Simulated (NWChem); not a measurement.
SiN3H7; SMILES N[SiH](N)N

```xyz
11

Si     0.0775    -0.0004     0.3354
N      0.6836     1.5196    -0.2291
N      0.6780    -1.5225    -0.2297
N     -1.5739     0.0036    -0.1595
H      0.4414    -0.0023     1.7893
H      1.5296     1.9056     0.1732
H      0.5855     1.7864    -1.2025
H      1.5197    -1.9134     0.1768
H      0.5852    -1.7858    -1.2045
H     -2.1281     0.8444    -0.0505
H     -2.1322    -0.8345    -0.0505
```
Atoms are numbered in this order, from 1.

All runs: NWChem. Structure relaxed at the PBE0/def2-SVP level.

For level Hartree-Fock/def2-TZVPP:

```
Item              Value
----------------  -----
orbital gap (eV)  13.98
dipole (D)         1.08
```

Estimate the same quantities for level Hartree-Fock/def2-SVP.


| Quantity | Value |
|---|---|
| orbital gap (eV) | 15.12 |
| dipole (D) | 1.19 |
